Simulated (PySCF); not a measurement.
SMILES [SiH3][SiH2]CCl (CH₇ClSi₂) (GFN2-xTB optimised geometry):

```
11

Si     1.736    -0.541     0.000
Si    -0.578    -0.541     0.000
C     -1.216     1.267     0.000
Cl    -0.480     2.133    -1.379
H      2.246    -1.818     0.508
H      2.304    -0.356    -1.336
H      2.293     0.511     0.857
H     -1.199    -1.169    -1.172
H     -1.222    -1.146     1.177
H     -2.293     1.344    -0.125
H     -0.936     1.818     0.895
```

Method: CAM-B3LYP/def2-TZVP run with PySCF.

Problem. What are the frontier orbital energies and the dipole moment?

Solution. HOMO-2 -10.07 eV, HOMO-1 -9.92 eV, HOMO -9.40 eV, LUMO 0.66 eV, LUMO+1 1.15 eV; dipole moment 1.61 D.

Meta-Löwdin charges at CAM-B3LYP/def2-TZVP: Si1 0.25, Si2 0.42, C3 -0.39, Cl4 -0.13, H5 -0.09, H6 -0.08, H7 -0.08, H8 -0.09, H9 -0.10, H10 0.14, H11 0.14.
